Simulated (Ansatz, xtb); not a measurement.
Diatomic ReN, multiplicity 3 (lowest of 2S+1 = 1, 3, 5, 7, 9 at CCSD(T)/def2-TZVPP on PBE0 minima; our sources give no spin for the ground state, which may be another). No spin–orbit coupling. The T1 diagnostic near the minimum is 0.074, so single-reference values are doubtful.

The constants come from a fifth-degree fit in 1/R (seven points, main isotopes). Runs in def2 and cc sets follow the lowest solution found near the PBE0 minimum.

Programs: Ansatz (Gaussian orbitals); xtb for the GFN methods. Each number belongs to the level named beside it. In def2 rows elements past Kr take small-core potentials, without spin–orbit coupling. The GFN methods have no spin term and hold the electronic entropy of 300 K.

```tsv
level	r_e (Å)	ω_e (cm⁻¹)	B_e (cm⁻¹)	ω_e x_e (cm⁻¹)	dipole (D)
GFN1-xTB	1.701	1162	0.447	6.4	-
GFN2-xTB	1.712	1153	0.441	5.4	-
SVWN5/def2-TZVPP	1.626	1198	0.489	4.2	2.01
PBE/def2-TZVPP	1.638	1163	0.483	4.5	1.97
```

Ansatz is a first-principles code.
